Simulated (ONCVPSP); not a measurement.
# What one change does to a pseudopotential (Lu, ONCV)

- Element: lutetium
- Generator: ONCVPSP 4.0.1
- Type: optimised norm-conserving Vanderbilt (ONCV)
- Functional: PBE
- Relativity: scalar-relativistic
- Frozen core: [Kr] 4d10
- Valence charge: 25
- Reference configuration: 4f14 5s2 5p6 5d1.5 6s1.5
- Partial waves: 5s+6s: rc 2.05 bohr, ncon 4, nbas 8, qcut 7.8 1/bohr, 3 projectors, debl 1.9 Ha; 5p: rc 1.95 bohr, ncon 4, nbas 8, qcut 8.9 1/bohr, 1 projector; 5d: rc 2.95 bohr, ncon 4, nbas 9, qcut 5.1 1/bohr, 2 projectors, debl 2.2 Ha; 4f: rc 0.70 bohr, ncon 4, nbas 9, qcut 25.3 1/bohr, 2 projectors, debl 1.1 Ha
- Local potential: polynomial inside 0.65 bohr (lpopt 5, dvloc0 2 Ha)
- Core correction: Teter function, fcfact 2.5, rcfact 1.75

Change: core correction Teter function, fcfact 7.7, rcfact 1.75.

Cutoffs: the cutoffs (Ha) at which the residual kinetic energy of the hardest occupied pseudo-wave falls to 1 and 0.1 mHa per electron; they do not see the model core or the augmentation charge, which bear on the density cutoff. Errors are all-electron minus pseudo energies relative to the spin-unpolarised reference configuration.

Q: What does the change do?

A: The potential gets neither clearly harder nor softer (261 Ha and 288 Ha → 261 Ha and 288 Ha); both files keep a bound ghost (d, p, s); of the 3 tests that both files solve, the error grows in 0 and shrinks in 2 by more than 15 % and 0.3 meV (median size 2.3 → 1.7 meV). A model core, the more so a compact one, raises the density cutoff, which this test does not measure.

| quantity | base | changed |
| --- | --- | --- |
| cutoff, loose | 261 Ha | 261 Ha |
| cutoff, tight | 288 Ha | 288 Ha |
| bound ghosts | s, p, d | s, p, d |
| GHOST(+) flags under 300 eV | none | none |
| tests with a reliable result | 3 of 4 | 3 of 4 |
| error for 4f14 5s2 5p6 5d1 6s2, meV [ΔE -1.48 eV] | +2.3 | +1.7 |
| error for 4f14 5s2 5p6 5d1 6s1, meV [ΔE 5.89 eV] | +0.1 | -0.2 |
| error for 4f14 5s2 5p6 5d0 6s2 6p1, meV [ΔE -0.53 eV] | +35 | +27 |
| s: phases at 2.08 bohr within 0.05 rad from the reference energy up to (Ha; the scan ends near 5) | to the end of the scan | to the end of the scan |
| p: phases at 1.98 bohr within 0.05 rad from the reference energy up to (Ha; the scan ends near 5) | 1.0 | 1.0 |
| d: phases at 3.00 bohr within 0.05 rad from the reference energy up to (Ha; the scan ends near 5) | 3.9 | 3.9 |
| f: phases at 0.71 bohr within 0.05 rad from the reference energy up to (Ha; the scan ends near 5) | to the end of the scan | to the end of the scan |
| rms error of d²Exc/dni dnj with the model core, mHa | 2.82 | 4.04 |

 A true bound ghost makes a file unfit for plane-wave use even where its test errors are small: the radial tests pick states by their node count and pass the ghost by.
